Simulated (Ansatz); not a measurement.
Relaxing a trial structure of H2SeSiZn

The starting geometry of this gas-phase singlet was optimised with GFN2-xTB.

```csv
atom,x (Å),y (Å),z (Å)
Se,-1.9600,1.1414,0.8467
Si,-1.7580,-0.0804,2.7878
Zn,-1.3588,2.5196,2.6143
H,-0.9745,3.3699,3.7686
H,-2.1049,-1.3857,2.1804
```

Q: Predict what it relaxes into with B3LYP-D3(BJ)/def2-SVP.

A: A bond breaks, giving a structure given below by its coordinates. Contacts that open: Si2–Zn3 (2.64 → 3.23 Å).

The energy falls by 0.15 eV over 9 steps:

```
step  E − E(last) (eV)
   1             0.152
   2             0.063
   3             0.050
   4             0.024
   5             0.004
   6             0.000
   7             0.000
   8             0.000
   9             0.000
```

Final geometry (Å):

```yaml
atoms:
  - { symbol: Se, position_ang: [-1.9097, 1.0938, 1.1251] }
  - { symbol: Si, position_ang: [-1.8158, -0.4524, 2.8120] }
  - { symbol: Zn, position_ang: [-1.3114, 2.7314, 2.6704] }
  - { symbol: H, position_ang: [-0.9160, 3.8064, 3.6978] }
  - { symbol: H, position_ang: [-2.2031, -1.6144, 1.8927] }
```

Frequencies at the end are all real (lowest 64 cm⁻¹). Run with Ansatz 0.2.0, 39 s on 1 thread of Arm Neoverse V1, with other jobs on the host.
